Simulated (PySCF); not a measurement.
SMILES Bc1cccc(N)c1 (C6H8BN), singlet, GFN2-xTB optimised geometry.

```
16

B     -1.82    -1.83     0.00
C     -1.02    -0.51     0.00
C     -1.66     0.73     0.00
C     -0.94     1.91     0.00
C      0.44     1.88     0.00
C      1.12     0.66     0.00
N      2.50     0.63    -0.07
C      0.38    -0.51     0.00
H     -2.99    -1.81     0.00
H     -1.26    -2.86     0.01
H     -2.74     0.77     0.00
H     -1.45     2.86     0.01
H      1.01     2.81     0.01
H      2.94    -0.23     0.20
H      2.99     1.46     0.22
H      0.91    -1.46     0.00
```

Density from PBE/def2-TZVP run with PySCF at that geometry.

Minimum of the electron density along straight lines between bonded atoms, close to the bond critical point (lines longer than 1.1 times the sum of covalent radii, or with two minima, are not listed):

| bond | length / Å | ρ at the minimum / e bohr⁻³ | ∇²ρ there / e bohr⁻⁵ | position (fraction from the first atom) |
|---|---|---|---|---|
| B1–C2 | 1.543 | 0.192 | -0.21 | 0.33 |
| C2–C3 | 1.403 | 0.307 | -0.86 | 0.50 |
| C3–C4 | 1.382 | 0.320 | -0.93 | 0.50 |
| C4–C5 | 1.383 | 0.319 | -0.91 | 0.50 |
| C5–C6 | 1.396 | 0.313 | -0.89 | 0.49 |
| C6–N7 | 1.382 | 0.309 | -0.93 | 0.39 |
| C2–C8 | 1.399 | 0.309 | -0.87 | 0.49 |
| C6–C8 | 1.392 | 0.316 | -0.90 | 0.52 |
| B1–H9 | 1.170 | 0.191 | -0.37 | 0.44 |
| B1–H10 | 1.170 | 0.190 | -0.35 | 0.44 |
| C3–H11 | 1.080 | 0.286 | -1.00 | 0.64 |
| C4–H12 | 1.081 | 0.285 | -1.00 | 0.64 |
| C5–H13 | 1.081 | 0.283 | -0.98 | 0.64 |
| N7–H14 | 1.007 | 0.341 | -1.70 | 0.74 |
| N7–H15 | 1.007 | 0.341 | -1.68 | 0.74 |
| C8–H16 | 1.081 | 0.284 | -0.98 | 0.64 |
